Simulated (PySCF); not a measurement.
**Computed properties of B(F)(Cl)(vinyl) (C₂H₃BClF), SMILES C=CB(F)Cl**

C2H3BClF, SMILES C=CB(F)Cl. Geometry optimised at ωB97X-D3(BJ)/def2-SVP. One conformer was computed; it need not be the lowest. All values are computed for the isolated molecule unless a solvent is named; none is compared with measurement here.

**Structure.** The optimised structure has Cs symmetry. All 18 harmonic modes at ωB97X-D3(BJ)/def2-SVP (PySCF) are real, so it is a minimum. With heavy atoms numbered as in [B:1]([F:2])([Cl:3])[CH:4]=[CH2:5], the shortest bond between them is B1–F2 at 1.326 Å and the longest B1–Cl3 at 1.764 Å.

**Vibrations.** The strongest infrared lines (harmonic, unscaled, degenerate partners summed) lie at 1163 cm⁻¹ (248 km/mol, B 57 %, H 30 %, C 11 %), 1364 cm⁻¹ (172 km/mol, B 45 %, H 27 %, F 16 %, C 12 %), 1448 cm⁻¹ (155 km/mol, H 71 %, C 16 %, B 11 %). The softest mode is at 106 cm⁻¹ and the zero-point energy is 32.2 kcal/mol.

**Electronic structure.** M06-2X/def2-TZVP (PySCF) places the frontier levels at -9.77 and -0.95 eV, a gap of 8.82 eV, and gives a dipole moment of 2.09 D and a mean polarisability of 48.2 bohr³.

**Excitations.** TDDFT-B3LYP/def2-SVPD (PySCF) has S1 at 5.77 eV (215 nm, f = 0.000, dark); the most intense of the 10 singlets computed lies at 6.00 eV (f = 0.23). T1 (TDA) is at 3.81 eV. No vertical singlet excitation falls in the visible range (under 3.1 eV).

**NMR.** GIAO shifts at HF/pcSseg-1 (PySCF) (non-relativistic, atoms alike by connectivity averaged): ¹³C from 134.9 to 164.2 ppm against TMS; ¹H from 6.4 to 7.4 ppm against TMS; ¹⁹F at -26.1 ppm against CFCl3; ¹¹B at 28.4 ppm against BF3. Without spin–orbit terms, shifts of atoms bonded to Cl or Br come out too high.
